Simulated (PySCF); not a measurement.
## Ionisation energy of Cu¹³⁺ by level of theory

Cu¹³⁺ [Ne] 3s2 3p4 (3P) → Cu¹⁴⁺ [Ne] 3s2 3p3 (4S), as a difference of total energies. Computed with PySCF 2.14 in an uncontracted even-tempered set (19 s from 0.69 bohr⁻², ratio 2.5; 12 p from 0.9 bohr⁻², ratio 2.5; 5 d from 6.3 bohr⁻², ratio 2.7; 4 f from 9.5 bohr⁻², ratio 2.7), with the spin-free X2C one-electron Hamiltonian (Gaussian nucleus). Correlated levels: outer shells: 1s2 frozen; virtual orbitals above 40 to 60 times the deepest correlated orbital energy dropped. The calculations carry no spin-orbit coupling.

```
                method  ionisation energy (eV)
                   UHF                  433.77
                   LDA                  435.91
                  PBE0                  435.79
                r2SCAN                  435.68
                  PW91                  436.16
                   M06                  435.65
SCS-MP2 (outer shells)                  434.76
```

Problem. Estimate what MP2 (outer shells) gives.

Solution. 434.72 eV, closest to SCS-MP2 (outer shells) among the rows shown.

Problem. Estimate what PBE gives.

Solution. 435.88 eV, closest to LDA among the rows shown.

A first-order spin-orbit estimate (lowest level to lowest level, LS coupling) adds 1.186 eV.

For comparison: 436 ± 0.6 eV (semi-empirical (NIST evaluation); NIST Atomic Spectra Database, ionization energies).
